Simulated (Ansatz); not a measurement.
Ansatz results at the PBE0-D4/def2-TZVP geometry: LUMO energy (B3LYP/def2-TZVPP) -0.80 eV; size of the dipole moment (PBE/def2-TZVPP) 4.07 D; size of the dipole moment (B3LYP/def2-TZVPP) 4.12 D.

Task: Which molecule gave them?
A. `C[Si](C)(Cl)C#N`
B. `CC[SiH2]O`
C. `C[SiH](F)C#N`
D. `CO[Si](F)(S)Cl`

Result: A. The others give `CO[Si](F)(S)Cl`: -0.28, 1.95, 2.07; `CC[SiH2]O`: 0.07, 1.55, 1.58; `C[SiH](F)C#N`: -1.24, 3.72, 3.79.

B3LYP here is the variant with VWN-RPA as its local correlation; programs differ in this.
